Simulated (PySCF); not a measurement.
C5H11ClSi, SMILES C[Si](C)(CC=C)Cl at its GFN2-xTB optimised geometry (Å):

```
18

C     -0.9602    -2.9107     1.4117
C     -0.1740    -1.8703     1.6205
C     -0.6252    -0.4506     1.5899
Si    -0.0260     0.4459     0.0000
C     -0.6271     2.2530     0.0000
C     -0.6319    -0.4903    -1.5417
Cl     2.0154     0.4459     0.0000
H     -0.5882    -3.9208     1.4264
H     -2.0154    -2.7934     1.2231
H      0.8826    -2.0156     1.8030
H     -0.2324     0.0710     2.4643
H     -1.7130    -0.4097     1.6427
H     -0.2725     2.7798    -0.8808
H     -0.2659     2.7934     0.8701
H     -1.7108     2.3100     0.0029
H     -0.3294    -1.5332    -1.5054
H     -0.2266    -0.0608    -2.4533
H     -1.7144    -0.4657    -1.6184
```

Level of theory: PySCF with B3LYP/def2-SVP. Cells within 0.4 Å of a nucleus heavier than hydrogen are left out (blank, or x).

Map of the deformation density (molecule minus spherical neutral atoms) (e/bohr³) on the plane z = 0.0 Å:

```
|11111111111111111111111111111|
|11111111111111111111111111111|
|11111111111111111111111111111|
|11111111111111111111111111111|
|11111111111111111111111111111|
|11111111111001111111111111111|
|11111111112112101111111111111|
|111111110486xx100111111111111|
|111111110498xx100111111111111|
|11111111123367311111111111111|
|11111111111257411111211111111|
|11111111110123211222321111111|
|11111111110001x1132xx10111111|
|1111111111000xxx242xx10111111|
|11111111110001101222321111111|
|11111111110011000112211111111|
|11111111111000000111111111111|
|11111111111000001111111111111|
|11111111111111111111111111111|
|11111111111111111111111111111|
|11111111111111111111111111111|
|11111111111111111111111111111|
|11111111111111111111111111111|
|11111111111111111111111111111|
|11111111111111111111111111111|
|11111111111111111111111111111|
|11111111111111111111111111111|
|11111111111111111111111111111|
|11111111111111111111111111111|
```
Scale: ten equal steps from -0.017 (start of '0') to 0.084 (end of '9'), in the order '0123456789'; x runs from -5.00 to 5.00, y from -5.00 (bottom) to 5.00 (top).
